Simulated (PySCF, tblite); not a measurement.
Isomers of C2H12NOSi3 (doublet state). Computed with GFN2-xTB (tblite): harmonic, unscaled wavenumbers at the GFN2-xTB geometry, gas phase. Against measured fundamentals such values can be off by several per cent, at times by over 20. Modes of hydrogen on silicon can be 10 to 20 % off. One conformer each. Open shells enter through the occupations alone, without spin polarisation, and single modes of such species can be off by tens of per cent.

Electronic energies: B3LYP/pcH-1 single points on the GFN2-xTB geometries (PySCF, gas phase).

```tsv
SMILES	electronic energy, lowest = 0 (kcal/mol)
[CH2]N(C)[Si@H]([SiH3])O[SiH3]	7.8
CN(C)[Si@@H]([SiH3])O[SiH2]	7.1
CN(C)[Si]([SiH3])O[SiH3]	0.0
CN(C)[Si@@H]([SiH2])O[SiH3]	4.4
```

How do GFN2-xTB zero-point energies change the relative energies?

```
                        SMILES  ZPE (kcal/mol)  of it from modes above 1550 cm⁻¹  electronic (kcal/mol)  with ZPE, lowest = 0 (kcal/mol)  lowest mode (cm⁻¹)  rings
      CN(C)[Si]([SiH3])O[SiH3]            83.4                              44.4                    0.0                              0.0                  13      0
   CN(C)[Si@@H]([SiH2])O[SiH3]            83.2                              44.1                    4.4                              4.2                  19      0
   CN(C)[Si@@H]([SiH3])O[SiH2]            83.3                              44.3                    7.1                              7.1                  32      0
[CH2]N(C)[Si@H]([SiH3])O[SiH3]            79.8                              43.9                    7.8                              4.2                  27      0
```

The zero-point energies span 3.6 kcal/mol, from `[CH2]N(C)[Si@H]([SiH3])O[SiH3]` to `CN(C)[Si]([SiH3])O[SiH3]`. The lowest isomer stays, but the order above it changes.

And how do the electronic energies of GFN2-xTB itself compare?

`CN(C)[Si]([SiH3])O[SiH3]` 0.0; `CN(C)[Si@@H]([SiH2])O[SiH3]` 1.4; `CN(C)[Si@@H]([SiH3])O[SiH2]` 12.2; `[CH2]N(C)[Si@H]([SiH3])O[SiH3]` 13.9 kcal/mol, lowest = 0. Against the energies above, taken from the same isomer `CN(C)[Si]([SiH3])O[SiH3]`, the largest difference is 6.1 kcal/mol.
